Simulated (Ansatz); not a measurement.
Species: AsH3, net charge 1, doublet state. 
Structure (B3LYP-D3(BJ)/def2-TZVP (Ansatz, a program for electronic structure) minimum search):
```
As
H 1 1.5002
H 1 1.5002 2 112.11
H 1 1.5002 2 112.11 3 -127.13
```
Charge +1, spin multiplicity 2.

Basis-set convergence of Hartree-Fock and CCSD correlation energies (hartree) with Ansatz. Valence correlation only, unless marked. UHF or UKS for open shells. No spin-orbit coupling. The frozen core is the preceding noble-gas configuration, with the filled d and f shells of earlier blocks. No relativistic terms.

```
basis       functions        E(HF)  E(corr, CCSD)
----------  ---------  -----------  -------------
def2-SVP           47  -2235.33740       -0.12280
def2-TZVPP         90  -2235.61860       -0.14672
def2-QZVPP        179  -2235.66455       -0.15367
```

Extrapolating the two largest sets (X = 3 and 4) as X^-3: E(corr) = (64·(-0.15367) - 27·(-0.14672))/37 = -0.1587 Eh, an estimate of the basis-set limit. The largest set recovers 96.8 % of it, the smallest 77.4 %.
